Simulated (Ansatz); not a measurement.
Z-matrix (Å, degrees):
```
W
F 1 1.856
F 1 1.856 2 83.3
Cl 1 2.275 2 86.1 3 -152.3
O 1 1.669 2 105.5 3 104.2
Cl 1 2.275 2 150.4 3 -69.9
```

Charge 0, multiplicity 1. W: def2 effective core potential.

Problem. List the B3LYP/def2-TZVPP orbital energies in eV (Ansatz 0.2.0). (An estimate is asked.)

Solution. The calculation gave: Occupied: -2763.40, -2763.40, -672.51, -672.51, -523.02, -258.16, -258.16, -197.14, -197.14, -197.06, -197.06, -197.06, -197.06, -85.72, -49.12, -48.79, -48.79, -32.71, -32.59, -27.05, -23.26, -23.01, -14.63, -14.42, -14.13, -13.88, -13.69, -12.69, -12.23, -11.86, -11.67, -11.42, -11.09, -10.50, -10.07, -9.78, -9.34. Lowest empty: -4.72, -2.97, -2.94, -1.59, -0.84, -0.04, 2.53, 2.55.

B3LYP here is the variant with VWN-RPA as its local correlation; programs differ in this.
